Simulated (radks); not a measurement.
Question: Neutral rhodium: order these configurations by energy. All-electron calculation, scalar-relativistic Kohn-Sham, BLYP, spin-polarised, spherical densities, finite nucleus; Fermi nuclear charge, rms radius of each element as measured or else 0.836 A^(1/3) + 0.57 fm. Program: a radial shooting solver on a logarithmic mesh with Libxc functionals. Open shells are filled with parallel spins first. [Kr] 4d7 5s1 5p1; [Kr] 4d7 5s2; [Kr] 4d8 5p1; [Kr] 4d8 5s1; [Kr] 4d9.

Answer: From the lowest, in eV above it: [Kr] 4d9 0.000; [Kr] 4d8 5s1 0.019; [Kr] 4d7 5s2 1.829; [Kr] 4d8 5p1 3.789; [Kr] 4d7 5s1 5p1 5.155.
